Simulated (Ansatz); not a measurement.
Reaction (cleavage of the Si–Si bond): `[SiH3][SiH]1[CH2][AlH]1` + `O[SiH2][SiH3]` → `[SiH3]O[SiH2][SiH3]` + `[CH2]1[AlH][SiH2]1`

Isolated molecules relaxed with PBE0-D4/def2-TZVP in Ansatz; ΔE leaves out vibrations. CCSD(T)/CBS adds triple-zeta CCSD(T) − MP2 to the extrapolated MP2 energy (def2 sets, frozen cores). Functionals use def2-TZVPP. One conformer a species, not always the lowest.

`[SiH3][SiH]1[CH2][AlH]1`:

```xyz
11

Si   -1.482   -1.240    0.518
Si    0.295   -0.443   -0.749
C     1.427    0.739    0.284
Al    0.420    1.873   -0.938
H    -2.568   -1.779   -0.345
H    -1.084   -2.298    1.490
H    -2.034   -0.094    1.297
H     0.974   -1.503   -1.548
H     2.477    0.671   -0.026
H     1.375    0.695    1.372
H     0.200    3.381   -1.355
```

`O[SiH2][SiH3]`:

Cartesian coordinates in Å:
```
O -1.587 -1.022 0.853
Si -0.368 0.091 0.953
Si 0.943 0.161 -0.993
H -2.221 -0.923 0.142
H -0.905 1.460 1.210
H 0.450 -0.321 2.120
H 1.987 1.215 -0.867
H 0.092 0.485 -2.173
H 1.609 -1.146 -1.246
```

`[SiH3]O[SiH2][SiH3]`:

```xyz
12

Si   -1.616    1.340   -0.595
O    -0.790    0.033   -1.124
Si    0.393   -1.051   -0.785
Si    1.426   -0.596    1.272
H    -1.085    1.771    0.728
H    -1.461    2.447   -1.571
H    -3.053    0.995   -0.459
H     1.403   -1.009   -1.877
H    -0.201   -2.415   -0.759
H     0.445   -0.661    2.389
H     2.050    0.756    1.269
H     2.489   -1.611    1.511
```

`[CH2]1[AlH][SiH2]1`:

Cartesian coordinates in Å:
```
C -0.166 0.051 0.901
Al 0.573 1.334 -0.370
Si -0.153 -0.834 -0.808
H 0.632 -0.333 1.549
H -1.092 0.103 1.473
H 1.125 2.812 -0.470
H -1.520 -1.020 -1.367
H 0.601 -2.114 -0.908
```

CCSD(T)/CBS gives -21.2 kcal/mol.

Another level gave -14.4 kcal/mol. Which?
A. BHLYP-D4/def2-TZVPP
B. revPBE/def2-TZVPP
C. HF/def2-TZVPP
D. LC-ωPBE/def2-TZVPP

B. revPBE -14.4, HF/def2-TZVPP -28.5, LC-ωPBE -19.5, BHLYP-D4 -24.6 kcal/mol.

Largest T1 diagnostic among the species: 0.014.

In def2-TZVPP, CCSD(T) changes the Hartree–Fock value by +7.3 kcal/mol (the triples alone add +1.2 kcal/mol) and MP2 by +6.3 kcal/mol. At CCSD(T), def2-SVP lies +0.8 kcal/mol from the extrapolated value and def2-TZVPP +0.0 kcal/mol.
